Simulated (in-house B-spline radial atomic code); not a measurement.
Computed with a B-spline radial atomic code. Model: two electrons, singlet ground state, non-relativistic, full CI in B-splines with partial waves to l = 8 (at full coupling up to 3e-4 hartree above the limit, correlation up to 0.6 % small), density held at that of full coupling by Lieb maximisation.

Along the adiabatic connection the electron repulsion is scaled by a coupling λ while a local potential keeps the density fixed. At λ = 0 the system is the Kohn-Sham one and W equals the exchange energy; the exchange-correlation energy is the area under W between 0 and 1. The kinetic energy rises with λ as the electrons avoid each other, with dT/dλ = −λ dW/dλ.

Command:
```bash
python run_ac.py task.json out
```
Settings (lengths in bohr, energies in hartree):
```
potential              coulomb
strength               1.3
lmax                   8
wall_radius            1.13
```

Run time, properties included: 1.1 s on 1 thread of Intel(R) Xeon(R) Processor @ 2.30GHz, on a shared host.

**W = mean repulsion less Hartree energy, and W of three functionals.**

Given: confinement point charge; nuclear charge 1.3; hard wall radius 1.13 bohr; external potential -Z/r.

Computed: LDA exchange minus exact 243.18 millihartree; SCAN exchange minus exact -0.6181 millihartree.

```tsv
coupling	W xc (hartree)	W xc minus exchange (millihartree)	kinetic minus Kohn-Sham (millihartree)	LDA (PW92) W minus its exchange (millihartree)	PBE W minus its exchange (millihartree)	SCAN W minus its exchange (millihartree)
0	-1.7095	0	0	0	0	0
0.02	-1.7116	-2.017	0	-13.32	-3.07	-1.94
0.05	?	?	?	?	?	?
0.12	-1.7215	-11.929	0.7	-54.32	-18.08	-11.31
0.25	-1.7339	-24.396	3	-92.61	-36.53	-22.95
0.4	-1.7478	-38.22	7.5	-128.15	-56.41	-35.78
0.6	-1.7653	-55.767	16.3	-167.57	-80.88	-52.02
0.8	-1.7819	-72.366	27.9	-201.17	-103.37	-67.39
1	-1.7976	-88.084	42	-230.72	-124.2	-81.99
1.4	-1.8266	-117.11	76.7	-281.3	-161.74	-109.14
2	-1.8649	-155.4	141.5	-342.86	-210.06	-145.54
3	-1.9176	-208.05	272.1	-422.06	-275.49	-197.04
4.5	-1.9777	-268.2	495.4	-509.05	-350.56	-258.54
7	?	?	?	?	?	?
10	-2.1016	-392.05	1346	-689.78	-513.68	-395.4
```

(1) What belongs in the row 0.05?

(2) What belongs in the row 7?

(3) What is the PBE exchange minus exact?

**Energy parts, natural occupations and partial-wave weights.**

Computed: exchange energy -1.7095 hartree; correlation energy -0.046094 hartree; initial slope twice GL2 -0.10116 hartree; kinetic part over minus potential part 0.4767; Hartree energy 3.4191 hartree; Kohn-Sham kinetic 8.0561 hartree; Lieb Oxford ratio E_xc over LDA exchange 1.1973.

```json
{"natural": "s", "occupation of the shell (electrons)": "1.9933"}
{"natural": "p", "occupation of the shell (electrons)": "0.0059141"}
{"natural": "s", "occupation of the shell (electrons)": "0.00035405"}
{"natural": "d", "occupation of the shell (electrons)": "0.00026861"}
{"natural": "p", "occupation of the shell (electrons)": "?"}
{"natural": "f", "occupation of the shell (electrons)": "3.5634e-05"}
```

(4) What belongs in the row p?

```csv
wave,weight
s,0.99685
p,0.0029831
d,0.00013991
f,?
g,4.4823e-06
```

(5) What belongs in the row f?

(6) What is the kinetic part of the DFT correlation energy?

(7) What is the total energy?

Answers

(1) W xc (hartree): -1.7146; W xc minus exchange (millihartree): -5.021; kinetic minus Kohn-Sham (millihartree): 0.1; LDA (PW92) W minus its exchange (millihartree): -27.77; PBE W minus its exchange (millihartree): -7.64; SCAN W minus its exchange (millihartree): -4.79.

(2) W xc (hartree): -2.047; W xc minus exchange (millihartree): -337.43; kinetic minus Kohn-Sham (millihartree): 887.2; LDA (PW92) W minus its exchange (millihartree): -608.82; PBE W minus its exchange (millihartree): -439.65; SCAN W minus its exchange (millihartree): -333.4.

(3) 76.794 millihartree.

(4) occupation of the shell (electrons): 4.946e-05.

(5) weight: 1.9345e-05.

(6) 0.04199 hartree.

(7) 3.3665 hartree.

Half-way to full coupling W has made 53 % of its drop, against 50 % for a straight line, and second-order (GL2) theory, half the initial slope, overshoots the correlation energy by about 10 %: a moderate bend, as in light atoms. Over couplings 0 to 1 the errors in E_xc come to about +150 millihartree for LDA, +56 millihartree for PBE, +2.4 millihartree for SCAN, so SCAN is nearest. In LDA and PBE and SCAN the errors of exchange and correlation have opposite signs, so the sum is smaller than the larger of the two.
